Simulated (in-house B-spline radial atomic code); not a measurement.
# CAM-B3LYP excitations of Kr IX (Kr8+)

Method: CAM-B3LYP. Computed with a B-spline radial code for spherical atoms: linear response of the closed shell [Ar] 3d10 with the functional's adiabatic kernel; non-relativistic, point nucleus, no spin-orbit coupling, no double excitations, S, P, D and F terms only. Only terms of natural parity with L up to 3 were computed.

Without relativity these are model numbers for so heavy an element.

Command:
```bash
python run_td.py task.json out
```
Settings (radii: box in bohr, nucleus in fm):
```
Z                        36
electrons                28
configuration            [Ar] 3d10
hamiltonian              nr
method                   camb3lyp
box_radius               11.59
intervals                52
```

Time taken, with all properties: 1.2 s on 1 thread of Intel(R) Xeon(R) Platinum 8259CL CPU @ 2.50GHz (Skylake/Cascade Lake), on a shared host.

The lowest states, in the order of their Tamm-Dancoff energies; the method's threshold (minus the highest occupied level) is 222.88 eV. Labels give the largest channel, * marks a mixed state, and oscillator strengths are full-response dipole values. Semilocal kernels can invert the small singlet-triplet splittings of Rydberg terms. Energies in eV:

| state | full response | Tamm-Dancoff | oscillator strength |
| --- | --- | --- | --- |
| 3d → 4s 3D | 83.52 | 83.54 | - |
| 3d → 4s 1D | 84.52 | 84.53 | - |
| 3d → 4p 3P | 100.79 | 100.82 | - |
| 3d → 4p 3F | 101.14 | 101.15 | - |
| 3d → 4p 1F | 102.04 | 102.05 | - |
| 3d → 4p 1P | 103.40 | 103.50 | 0.515 |
| 3d → 4d 3S | 128.76 | 128.81 | - |
| 3d → 4d 3D | 130.03 | 130.05 | - |
| 3d → 4d 1D | 131.28 | 131.30 | - |
| 3d → 4d 1S | 139.38 | 140.40 | - |
| 3d → 5s 3D | 149.84 | 149.84 | - |
| 3d → 5s 1D | ? | ? | - |
| 3d → 4f 3P | ? | ? | - |
| 3d → 4f 3F | 155.96 | 155.97 | - |
| 3d → 4f 1F | 156.45 | 156.45 | - |
| 3d → 5p 3P | 157.10 | 157.11 | - |
| 3d → 5p 3F | 157.19 | 157.19 | - |
| 3d → 5p 1F | 157.44 | 157.44 | - |
| 3d → 5p 1P | 157.84 | 157.88 | 0.0115 |
| 3d → 4f 1P | 158.18 | 158.28 | 1.49 |
| 3d → 5d 3S | 168.77 | 168.79 | - |
| 3d → 5d 3D | 169.29 | 169.29 | - |

Question: Where does 3d → 5s 1D lie?

Answer: At 150.14 eV in full response, 150.14 eV in Tamm-Dancoff.

Question: Where does 3d → 4f 3P lie?

Answer: At 155.61 eV in full response, 155.61 eV in Tamm-Dancoff.

Question: How large is the singlet-triplet splitting of 3d → 4s (D terms) in Tamm-Dancoff?

Answer: 0.993 eV, from the unrounded values.

Question: What polarisabilities and dispersion coefficient does the method give?

Answer: Dipole 0.2078 bohr³, quadrupole 0.1404 bohr⁵, C6 0.2432 hartree·bohr⁶ for two such species.
